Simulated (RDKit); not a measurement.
A run for RDKit: UFF on AsH5O (a complex).

```python
from rdkit import Chem
from rdkit.Chem import AllChem, rdDetermineBonds

blocks = [
'''3

O    -0.04880423    0.63243907   -0.59994090
H    -0.91007277    0.30571641   -0.87872982
H    -0.00101452    0.43945104    0.34582986
''',
'''4

As    0.23175042   -0.45490899    2.87883377
H    -0.19797877    0.23498299    4.16490046
H     1.64603571   -0.69837804    3.38215973
H    -0.25863108   -1.81676989    3.34834062
''',
]
mol = None
for b in blocks:
    f = Chem.MolFromXYZBlock(b)
    rdDetermineBonds.DetermineBonds(f, charge=0)
    mol = f if mol is None else Chem.CombineMols(mol, f)
Chem.SanitizeMol(mol)
print(Chem.MolToSmiles(Chem.RemoveHs(mol)))
ff = AllChem.UFFGetMoleculeForceField(mol, vdwThresh=100.0, ignoreInterfragInteractions=False)
e = ff.CalcEnergy()
print(f'UFF energy {e:.6f} kcal/mol')
```

The log:

```
O.[AsH3]
UFF energy 2.975302 kcal/mol
```

The run finished.

Cost: roughly 0.020 core-seconds.
